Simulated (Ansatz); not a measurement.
The cluster Li2Al3⁻, 5 atoms. Hardware: 4 threads of Arm Neoverse N1 on a shared host.

Correlated methods freeze 15 core orbitals; core or outer-core shells of Li are correlated, in sets that lack core-valence functions.

**Question.** How many basis functions does each of these Ansatz runs have, and roughly what does it cost? PBE-D4/def2-TZVPD, charge -1 triplet, energy, from earlier orbitals; ωB97X-V/def2-TZVPD, charge -1 triplet, energy, from earlier orbitals; PBE-D4/def2-TZVPD, charge 0 doublet at the geometry of the charge -1 singlet, energy, from earlier orbitals; r2SCAN-D4/def2-TZVPD, charge -1 unrestricted singlet, energy, from earlier orbitals; PBE0-D4/def2-TZVPD, charge -1 singlet, energy, from earlier orbitals; RPA@PBE/def2-TZVPD, charge -1 triplet, energy, from earlier orbitals; PBE0-D4/def2-SVP, charge -1 quintet, energy with a search over starts; RPA@PBE/def2-TZVPD, charge -1 quintet, energy, from earlier orbitals; PBE-D4/def2-TZVPD, charge -1 singlet, relaxation, 19 steps; CAM-B3LYP-D4/def2-TZVPD, charge -1 singlet, energy, from earlier orbitals; MP2/def2-TZVPD, charge -1 quintet, energy, from earlier orbitals; PBE0-D4/def2-SVP, charge -1 triplet, energy with a search over starts.

**Answer.** Other jobs shared the machine, so times can vary by a factor of up to 3. A dash marks memory too small to be measured apart from the calling script's.

| run | functions | fitting or Cholesky vectors | wall time | peak host memory (GiB) |
| --- | --- | --- | --- | --- |
| MP2/def2-TZVPD, charge -1 quintet, energy, from earlier orbitals | 163 | 1191 | 3.5 s | – |
| PBE0-D4/def2-TZVPD, charge -1 singlet, energy, from earlier orbitals | 163 | 1212 | 3.7 s | – |
| CAM-B3LYP-D4/def2-TZVPD, charge -1 singlet, energy, from earlier orbitals | 163 | 1149 | 5.5 s | – |
| PBE-D4/def2-TZVPD, charge -1 triplet, energy, from earlier orbitals | 163 | 1122 | 6 s | – |
| PBE-D4/def2-TZVPD, charge 0 doublet at the geometry of the charge -1 singlet, energy, from earlier orbitals | 163 | 1122 | 7 s | – |
| RPA@PBE/def2-TZVPD, charge -1 quintet, energy, from earlier orbitals | 163 | 1191 | 7.5 s | – |
| PBE0-D4/def2-SVP, charge -1 triplet, energy with a search over starts | 72 | 732 | 7.5 s | – |
| RPA@PBE/def2-TZVPD, charge -1 triplet, energy, from earlier orbitals | 163 | 1195 | 8 s | – |
| PBE0-D4/def2-SVP, charge -1 quintet, energy with a search over starts | 72 | 732 | 8.5 s | – |
| r2SCAN-D4/def2-TZVPD, charge -1 unrestricted singlet, energy, from earlier orbitals | 163 | 1122 | 35 s | – |
| PBE-D4/def2-TZVPD, charge -1 singlet, relaxation, 19 steps | 163 | 1122 | 38 s | – |
| ωB97X-V/def2-TZVPD, charge -1 triplet, energy, from earlier orbitals | 163 | 1149 | 54 s | 0.98 |
